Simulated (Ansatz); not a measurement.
CH5NOSi (`O/C=N/[SiH3]`) from Hartree–Fock to CCSD(T)

```xyz
9

O    -1.884   -0.383    1.509
C    -0.735   -0.005    0.943
N    -0.410   -0.310   -0.230
Si    1.063    0.156   -1.001
H    -2.361   -0.905    0.847
H    -0.151    0.592    1.654
H     1.929    0.979   -0.104
H     1.806   -1.066   -1.400
H     0.743    0.943   -2.218
```

Charge 0, multiplicity 1. The structure was optimised at the PBE0-D4/def2-TZVP level. It is one conformer, not always the lowest. Frozen core, restricted reference, the Gaussian-basis code of Ansatz. CBS rows extrapolate triple and quadruple zeta; past MP2 they add the triple-zeta difference.

| basis | HF (Eh) | MP2 corr. |
| --- | --- | --- |
| def2-SVP | -458.81057 | -0.57770 |
| def2-TZVPP | -459.12065 | -0.72250 |
| def2-QZVPP | -459.13777 | -0.77569 |

Problem. Estimate the CCSD correlation energy and the (T) correction in each basis where they were run (hartree).

Solution. 
```tsv
basis	CCSD corr.	(T)
def2-SVP	-0.61481	-0.01877
def2-TZVPP	-0.75178	-0.03098
CBS(def2)	-0.84437	as TZ
```
